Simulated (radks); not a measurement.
Q: S3+, configuration [Ne] 3s2 3p1. Calculated with a radial shooting solver on a logarithmic mesh with Libxc functionals: scalar-relativistic Kohn-Sham, LDA (Slater exchange, VWN5 correlation), spin-polarised, spherical densities, point nucleus; open shells are filled with parallel spins first. Some entries of the table are withheld. Estimate them.

| orbital | occ. | eigenvalue (Ry) | r(max) (bohr) |
|---|---|---|---|
| 1s up | 1 | -179.3713 | 0.06348 |
| 1s down | 1 | -179.3549 | 0.06347 |
| 2s up | 1 | -18.55980 | 0.3889 |
| 2s down | 1 | -18.54110 | 0.3890 |
| 2p up | 3 | -14.58480 | 0.3247 |
| 2p down | 3 | -14.56168 | 0.3248 |
| 3s up | 1 | -3.89034 | 1.335 |
| 3s down | 1 | -3.78307 | 1.334 |
| 3p up | 1 | -3.01593 | 1.434 |
| 3p down | 0 | -2.91313 | 1.436 |
| 3d up | 0 | (1) | (2) |
| 3d down | 0 | (3) | (4) |
| 4s up | 0 | -1.40885 | 3.254 |
| 4s down | 0 | -1.37775 | 3.301 |
| 4p up | 0 | -1.14862 | 3.640 |
| 4p down | 0 | -1.12431 | 3.705 |
| 4f up | 0 | -0.66391 | 3.984 |
| 4f down | 0 | -0.64809 | 4.167 |

A: 
(1) 3d up eigenvalue (Ry): -1.81694
(2) 3d up r(max) (bohr): 1.617
(3) 3d down eigenvalue (Ry): -1.72893
(4) 3d down r(max) (bohr): 1.637
